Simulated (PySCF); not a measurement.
C4H6BF, SMILES C#CB(F)CC.

Geometry optimised at PBE0-D3(BJ)/def2-SVP. This is a generated structure with no PubChem entry under its InChIKey; it may be hypothetical. The values are those of a single conformer.

Two levels are set side by side: TDA-PBE/def2-SVPD (PySCF) and TDA-B3LYP/def2-SVPD (PySCF). Vertical, same geometry. The lowest singlet is HOMO→LUMO 99 % with PBE and HOMO→LUMO 98 % with the other functional; states are paired by order. Differences are taken from unrounded values.

| quantity | TDA-B3LYP | TDA-PBE | TDA-PBE minus TDA-B3LYP |
|---|---|---|---|
| lowest singlet excitation (eV) | 4.88 | 4.73 | -0.15 |
| lowest triplet excitation (TDA) (eV) | 4.40 | 4.32 | -0.09 |
| first bright state (f over 0.05) (eV) | 5.89 | 5.83 | -0.06 |
| its oscillator strength | 0.06 | 0.09 | 0.02 |

Functionals without exact exchange tend to place singlet excitations lower, as here. Differences between two approximate levels are no errors against the true value.

Rough cost on one machine, each run with all the roots and properties that it gave: TDA-B3LYP against TDA-PBE about 3 times.
